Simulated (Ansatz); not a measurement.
System (SMILES): F[C]F (closed-shell singlet).
Atoms: F1, C2, F3. Bonds: F1-C2, C2-F3.

Basis-set convergence of the harmonic zero-point energy at MP2 with Ansatz (a first-principles code). Each level at its own minimum, finite differences of forces, unscaled; the reference is a large set that could be run, not a limit. All functions are spherical. Cores are frozen. A restricted Hartree-Fock determinant is unstable towards unrestricted orbitals. No added dispersion term, no relativity. Reference: the value in aug-pcseg-2, 4.40 kcal/mol. Deviations are taken from unrounded values.

```json
[
 {"basis": "pcseg-0", "functions": "27"},
 {"basis": "cc-pVDZ", "functions": "42"},
 {"basis": "pcseg-1", "functions": "42"},
 {"basis": "aug-pcseg-1", "functions": "69"},
 {"basis": "cc-pVTZ", "functions": "90"},
 {"basis": "pcseg-2", "functions": "90"},
 {"basis": "aug-pcseg-2", "functions": "138"}
]
```

**Question.** Which is the smallest set listed that can be trusted to 0.1 kcal/mol here, that is, within that of the reference together with its larger relatives (same family, alike in diffuse functions; a set with none to test it counts only in the reference's own line)?

**Answer.** The smallest set listed that lies within 0.1 kcal/mol of the reference with all its larger relatives (same family, alike in diffuse functions; a set with none counts only in the reference's own line) is cc-pVDZ (42 functions, 0.04 kcal/mol off), level with pcseg-1. Value minus reference: pcseg-0 -0.18, cc-pVDZ 0.04, pcseg-1 -0.01, aug-pcseg-1 -0.16, cc-pVTZ 0.06, pcseg-2 0.03, aug-pcseg-2 0.00 kcal/mol.
